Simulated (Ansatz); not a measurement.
`[F][GeH2][GeH3]` and `[OH][GeH2][F]` differ in one atom or group.

Ansatz, PBE0-D4/def2-TZVP geometries, multiplicity 1. Each molecule was computed in one conformer, which needn't be the lowest.

Scalar relativity is left out up to krypton.

```csv
property,`[F][GeH2][GeH3]`
zero-point energy (PBE0-D4/def2-TZVP) / kJ/mol,108.4
"ideal-gas entropy at 298 K and 1 bar (rigid rotor, harmonic PBE0-D4/def2-TZVP) / J/(mol·K)",339
HOMO–LUMO gap (ωB97M-V/def2-TZVPP) / eV,11.77
HOMO energy (PBE/def2-TZVPP) / eV,-7.16
LUMO energy (B3LYP/def2-TZVPP) / eV,-0.72
HOMO–LUMO gap (PBE/def2-TZVPP) / eV,5.82
```

Task: What does the change do to each property? (Best estimate.)

Result: Computed: 
```json
{"property": "zero-point energy (PBE0-D4/def2-TZVP) / kJ/mol", "`[OH][GeH2][F]`": "84.0", "shift": "-24.4"}
{"property": "ideal-gas entropy at 298 K and 1 bar (rigid rotor, harmonic PBE0-D4/def2-TZVP) / J/(mol·K)", "`[OH][GeH2][F]`": "291", "shift": "-48"}
{"property": "HOMO–LUMO gap (ωB97M-V/def2-TZVPP) / eV", "`[OH][GeH2][F]`": "13.60", "shift": "1.83"}
{"property": "HOMO energy (PBE/def2-TZVPP) / eV", "`[OH][GeH2][F]`": "-7.62", "shift": "-0.46"}
{"property": "LUMO energy (B3LYP/def2-TZVPP) / eV", "`[OH][GeH2][F]`": "-0.08", "shift": "0.64"}
{"property": "HOMO–LUMO gap (PBE/def2-TZVPP) / eV", "`[OH][GeH2][F]`": "6.97", "shift": "1.15"}
```

With PBE0 the HOMO falls by 0.93 eV and the LUMO rises by 0.77 eV, so the gap widens by about 1.70 eV. PBE moves the HOMO by -0.46 eV and ωB97M-V by -1.24 eV. The zero-point energy changes by -24.4 kJ/mol with -6 modes.

B3LYP here is the variant with VWN-RPA as its local correlation; programs differ in this.
